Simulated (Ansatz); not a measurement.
Gas-phase electronic energies from Ansatz, PBE0-D4/def2-TZVP geometries. CCSD(T)/CBS is the MP2 limit (def2-TZVPP, def2-QZVPP) plus CCSD(T) − MP2 in def2-TZVPP, frozen cores. Functionals use def2-TZVPP. B3LYP here is the variant with VWN-RPA as its local correlation; programs differ in this. One conformer a species, not always the lowest.

`CBC(C)F` + `C=C(O)[SiH3]` → `C=C([SiH3])OC` + `BC(C)F`  (substitution at a C–B bond)

`CBC(C)F`:

Cartesian coordinates in Å:
```
C -0.975 1.752 0.035
B 0.276 0.845 -0.055
C 0.237 -0.624 -0.594
C 0.696 -1.660 0.418
F -1.031 -0.998 -1.061
H -0.761 2.819 -0.054
H -1.355 1.612 1.061
H -1.785 1.462 -0.635
H 1.348 1.225 0.335
H 0.909 -0.671 -1.467
H 0.059 -1.651 1.305
H 1.722 -1.453 0.731
H 0.659 -2.659 -0.019
```

`C=C(O)[SiH3]`:

Cartesian coordinates in Å:
```
C -0.883 1.327 -0.252
C -0.569 0.047 -0.062
O -1.568 -0.888 -0.045
Si 1.211 -0.489 0.180
H -1.912 1.641 -0.392
H -0.110 2.082 -0.269
H -1.208 -1.765 0.099
H 1.354 -1.180 1.492
H 2.096 0.698 0.122
H 1.589 -1.471 -0.874
```

`C=C([SiH3])OC`:

Cartesian coordinates in Å:
```
C -0.307 -0.147 1.372
C -0.084 -0.283 0.062
Si -0.321 -1.914 -0.836
O 0.331 0.700 -0.775
C 0.543 1.975 -0.215
H -0.637 -1.005 1.942
H -0.177 0.783 1.913
H -1.336 -1.765 -1.911
H -0.777 -2.925 0.151
H 0.958 -2.352 -1.453
H 0.866 2.621 -1.029
H 1.319 1.941 0.557
H -0.380 2.371 0.224
```

`BC(C)F`:

Cartesian coordinates in Å:
```
B 0.623 -0.942 0.913
C 0.178 0.432 0.338
C -0.590 0.329 -0.971
F -0.581 1.185 1.239
H 0.306 -1.298 2.007
H 1.312 -1.638 0.225
H 1.099 1.011 0.150
H -0.860 1.327 -1.323
H -1.508 -0.248 -0.845
H 0.021 -0.157 -1.734
```

**Question.** Is it downhill or uphill in electronic energy at CCSD(T)/CBS, and by how much? (An estimate is asked.)

**Answer.** Ansatz gave: Uphill: ΔE = +89.2 kJ/mol.

**Question.** What do these levels give: PBE0-D4, B2PLYP, B3LYP, HF/def2-TZVPP, MP2/def2-QZVPP, MP2/CBS(def2)? (Best estimate.)

**Answer.** Computed: PBE0-D4 92.5, B2PLYP 85.7, B3LYP 86.6, HF/def2-TZVPP 75.1, MP2/def2-QZVPP 89.7, MP2/CBS(def2) 91.3 kJ/mol.

Largest T1 diagnostic among the species: 0.013.

In def2-TZVPP, CCSD(T) changes the Hartree–Fock value by +10.2 kJ/mol (the triples alone add +0.1 kJ/mol) and MP2 by +12.3 kJ/mol.
